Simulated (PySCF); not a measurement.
# Cu(NH3)H: computed shieldings and shifts

Cu(NH3)H, CuH4N, point group C3v.

Geometry (Å), atoms numbered from 1 in this order:
```xyz
6

Cu   -0.006    0.003   -1.261
N     0.002   -0.001    0.719
H    -0.409    0.850    1.106
H     0.950   -0.070    1.093
H    -0.526   -0.787    1.101
H    -0.011    0.006   -2.758
```

GIAO calculations in PySCF 2.14.0 with density-fitted response routines on the PBE0-D3(BJ)/def2-SVP structure: isolated species, non-relativistic, equivalent atoms averaged; basis pcSseg-1 (pcSseg-2 on Cu).

Question: Give the isotropic shieldings (ppm) with B3LYP, PBE, PBE0.

Answer: 
```
             atoms                          environment  B3LYP    PBE   PBE0
               Cu1                    Cu bonded to N, H   1126    995   1192
                N2           nitrogen bonded to Cu, 3 H  251.1  248.8  255.8
          H3/H4/H5  hydrogen on a nitrogen bonded to Cu  30.10  29.88  30.01
                H6         hydrogen on a Cu bonded to N  32.09  32.56  31.67
HOMO–LUMO gap (eV)                                    –   5.07   3.56   5.56
```

Question: And the chemical shifts, against references computed in the same way?

Answer: 
```csv
atoms,"nucleus, reference",B3LYP,PBE,PBE0
N2,"¹⁵N, NH3",12.5,16.2,9.9
H3/H4/H5,"¹H, TMS",1.28,1.32,1.26
H6,"¹H, TMS",-0.70,-1.36,-0.41
```

Question: Which part of the shielding of Cu1 depends on the functional?

Answer: Diamagnetic: B3LYP 2403, PBE 2403, PBE0 2403 ppm; paramagnetic: B3LYP -1277, PBE -1408, PBE0 -1212 ppm. The diamagnetic part, set mainly by inner electrons, hardly moves; the paramagnetic part goes with low-lying magnetically allowed excitations and carries the spread.

Question: What couplings does PBE/pcJ-1 (pcSseg-1 on Cu) give?

Answer: ¹J(N2,H3) = -62.1, ²J(N2,H6) = -32.4, ²J(H3,H4) = -9.1, ³J(H3,H6) = -2.1 Hz (averaged over equivalent pairs; isotopes ¹⁵N, ¹H).

Experimental scales use liquid or dissolved standards, which lie at an offset from isolated NH3 (liquid NH3: subtract about 20 ppm).
